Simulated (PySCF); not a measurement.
Zero-point energy (kcal/mol) of eight silicon and germanium compounds: PBE-D3(BJ) beside B3LYP-D3(BJ), computed with PySCF for isolated molecules in the bases named; differences from unrounded values. The eight are the first of their class met in an unordered collection, after screening for sound electronic states; none was chosen by its value. Each level has its own optimised geometry.

```tsv
molecule	basis	B3LYP-D3(BJ)	PBE-D3(BJ)	difference
CH10ClNSi3, SMILES N[Si@](Cl)(C)[SiH2][SiH3]	def2-SVP	67.25	65.39	-1.86
Si(H)(F)(Br)(vinyl) (C₂H₄BrFSi), SMILES [SiH](F)(Br)C=C	def2-SVP	34.89	33.88	-1.01
CH7BO2Si, SMILES OB(O)C[SiH3]	def2-SVP	54.29	52.77	-1.51
C3H9NSi, SMILES NC/C=C/[SiH3]	def2-SVP	70.72	68.73	-2.00
CH6O2SSi, SMILES CS[SiH](O)O	def2-SVP	48.01	46.74	-1.27
C₃H₆F₂Si, SMILES [SiH](F)(F)CC=C	def2-SVP	53.34	51.85	-1.49
B(Me)(OMe)(SiH3) (C₂H₉BOSi), SMILES COB(C)[SiH3]	def2-SVP	67.42	65.56	-1.86
C2H4F2OSi, SMILES FC1(F)OC[SiH2]1	def2-SVP	37.43	36.17	-1.25
```

PBE-D3(BJ) lies below B3LYP-D3(BJ) in 8 and above it in 0 of the eight; the mean signed difference is -1.53 and the largest -2.00 kcal/mol.
